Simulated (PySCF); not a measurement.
HCl2OZr, doublet, geometry from GFN2-xTB (such geometries of metal compounds can be far from the true shape) (the multiplicity is a formal guess) (core potentials on Zr). Base run: BLYP/def2-SV(P) in PySCF.

PySCF was given this input:
```python
from pyscf import gto, scf, dft

mol = gto.Mole()
mol.atom = '''
    Zr    0.27320782   -0.10491578    0.18567187
    Cl   -1.68830547   -1.18329808   -0.07459920
    Cl    0.09185811    1.79635712   -1.01034545
    O     1.71735808   -0.65949052    1.16711550
    H     2.47242749   -0.94944817    1.68026021
'''
mol.basis = 'def2-sv(p)'
mol.ecp = {'Zr': 'def2-sv(p)'}
mol.spin = 1
mol.verbose = 4
mol.build()

mf = dft.UKS(mol)
mf.xc = 'blyp'
mf.kernel()
```

Each row names what was changed in the base input (with any setting that the change needs).

| change | ΔE vs base (mEh) | fitting functions | dipole (D) | outcome |
|---|---|---|---|---|
| base | 0.000 | - | 3.46 | converged |
| auxbasis = default (with mf = mf.density_fit()) | -0.210 | 251 | 3.46 | converged |
| auxbasis = even-tempered beta=3.0 | -34.824 | 419 | 3.46 | converged |
| auxbasis = cc-pvdz-jkfit | - | - | - | input refused |
| auxbasis = def2-tzvp-ri | - | - | - | input refused |
| auxbasis = even-tempered beta=2.0 | -0.598 | 631 | 3.46 | converged |
| auxbasis = autoaux | -0.118 | 624 | 3.46 | converged |
| auxbasis = def2-universal-jfit | -0.210 | 251 | 3.46 | converged |
| auxbasis = cc-pvqz-jkfit | - | - | - | input refused |
| auxbasis = cc-pvtz-jkfit | - | - | - | input refused |

A fitting set is made for a task (jfit for Coulomb, jkfit for Coulomb and exchange, ri for correlation) and for a family of orbital bases.

Open shells are given as the SCF converged; they aren't shown to be the lowest states, and a large step between rows can be another state.

- auxbasis = cc-pvdz-jkfit: ended with `pyscf.lib.exceptions.BasisNotFoundError: Basis set not found for Zr in cc-pvdz-jkfit`
- auxbasis = def2-tzvp-ri: ended with `pyscf.lib.exceptions.BasisNotFoundError: Basis set not found for Zr in def2-tzvp-ri`
- auxbasis = cc-pvqz-jkfit: ended with `pyscf.lib.exceptions.BasisNotFoundError: Basis set not found for Zr in cc-pvqz-jkfit`
